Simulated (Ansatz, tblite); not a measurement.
Removing and adding an electron: ZrHF3. Charge 0, multiplicity 1. Geometry: PBE0-D4/def2-TZVP. Ansatz, gas phase; energy differences of separate SCF runs; the oxidised species was run as a doublet alone; the reduced species was run as a doublet alone.

```xyz
5

Zr   -0.023   -0.033   -0.004
H     1.034    1.471    0.163
F     1.012   -1.334   -0.900
F    -1.543    0.473   -1.006
F    -0.481   -0.578    1.747
```

In the def2 sets Zr takes a core potential; there is no spin–orbit coupling. The xTB rows come from tblite. Correlated methods freeze 3 core orbitals; core or outer-core shells of Zr are correlated, in sets that lack core-valence functions. HOMO above LUMO, or a gap near zero within one spin, warns that the state may not be the lowest or that an electron is smeared out.

| level | −HOMO (eV) | vertical IE (eV) | −LUMO (eV) | vertical EA (eV) | HOMO–LUMO gap (eV) | IE − EA (eV) | remarks |
| --- | --- | --- | --- | --- | --- | --- | --- |
| GFN1-xTB | 12.94 | 16.31 | 9.75 | 6.15 | 3.19 | 10.15 | – |
| HF/def2-TZVPP | – | 10.93 | – | – | – | – | – |
| PBE-D4/def2-TZVP | 7.64 | 11.36 | 2.70 | – | 4.94 | – | – |
| r2SCAN-D4/def2-TZVPD | 7.98 | – | 2.50 | -0.35 | 5.47 | – | HOMO above zero (-1 doublet) |
| MP2/def2-TZVPP | – | 11.44 | – | – | – | – | – |
| CCSD/def2-TZVPP | – | 11.74 | – | – | – | – | – |

(1) Estimate the rows for GFN2-xTB, PBE-D4/def2-TZVPD, r2SCAN-D4/def2-TZVP, PBE0-D4/def2-TZVP, PBE0-D4/def2-TZVPD, CCSD(T)/def2-TZVPP.

Results:

(1) 
```tsv
level	−HOMO (eV)	vertical IE (eV)	−LUMO (eV)	vertical EA (eV)	HOMO–LUMO gap (eV)	IE − EA (eV)	remarks
GFN2-xTB	13.07	16.47	8.59	5.06	4.49	11.41	–
PBE-D4/def2-TZVPD	7.64	–	2.72	-0.30	4.91	–	HOMO above zero (-1 doublet), gap within one spin near zero (-1 doublet)
r2SCAN-D4/def2-TZVP	8.00	11.45	2.51	–	5.49	–	–
PBE0-D4/def2-TZVP	9.06	11.59	1.79	–	7.27	–	–
PBE0-D4/def2-TZVPD	9.05	–	1.80	-0.28	7.25	–	HOMO above zero (-1 doublet)
CCSD(T)/def2-TZVPP	–	11.64	–	–	–	–	–
```

   A HOMO above zero means that the electron is unbound at that level or that self-interaction error raises the level; the energy of removing that electron tells which. Raw xTB energy differences between charge states are shifted by several eV; the methods need an empirical correction for them. A negative affinity means that the extra electron isn't bound; its size then hangs on the basis.
